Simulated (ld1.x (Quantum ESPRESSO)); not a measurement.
# molybdenum (Mo), TM: configuration errors across variants

* Element: molybdenum
* Generator: ld1.x (Quantum ESPRESSO) 7.5
* Type: norm-conserving Troullier–Martins (Kleinman–Bylander form)
* Functional: PBE
* Relativity: fully relativistic
* Frozen core: [Kr]
* Valence charge: 6
* Reference configuration: 4d5 5s1 5p0
* Partial waves: 5s (bound): rc 3.15 bohr; 4d (bound): rc 2.40 bohr; 5p (bound, empty): rc 3.30 bohr
* Local potential: the p channel
* Core correction: none

Open shells are filled in proportion to 2j + 1 (rel_dist='average').

All-electron excitation energies from the reference (eV): (1) 4d5 5s0 5p0 6.891; (2) 4d4 5s0 5p0 22.352; (3) 4d3 5s0 5p0 49.093; (4) 4d5 5s0 5p1 3.138; (5) 4d5.5 5s0.5 5p0 0.280; (6) 4d4 5s1 5p0 8.063; (7) 4d4 5s2 5p0 0.198.

Errors AE − PS in meV (a dash: test not solved or not reliable):

```tsv
change	(1)	(2)	(3)	(4)	(5)	(6)	(7)	bound ghosts
base	+17	-63	-347	+2.3	-14	-62	-56	none
wave 4d (bound): rc 2.40 bohr becomes 4d (bound): rc 1.56 bohr	+15	-65	-392	+1.8	-16	-69	-69	none
wave 4d (bound): rc 2.40 bohr becomes 4d (bound): rc 1.76 bohr	+15	-65	-390	+1.8	-16	-69	-69	none
wave 4d (bound): rc 2.40 bohr becomes 4d (bound): rc 2.10 bohr	+16	-64	-379	+1.9	-16	-67	-65	none
wave 4d (bound): rc 2.40 bohr becomes 4d (bound): rc 2.60 bohr	+18	-62	-316	+2.5	-13	-56	-47	none
wave 4d (bound): rc 2.40 bohr becomes 4d (bound): rc 2.80 bohr	+19	-61	-269	+2.6	-11	-48	-33	none
wave 4d (bound): rc 2.40 bohr becomes 4d (bound): rc 3.04 bohr	+20	-61	-201	+2.5	-7.7	-37	-15	none
wave 4d (bound): rc 2.40 bohr becomes 4d (bound): rc 3.34 bohr	+18	-60	-60	+1.6	-2.2	-13	+19	none
```

Task: Give the same row for: wave 4d (bound): rc 2.40 bohr becomes 4d (bound): rc 3.66 bohr.

Result: +14, -57, +95, +0.1, +3.4, +12, +51; bound ghosts: none.
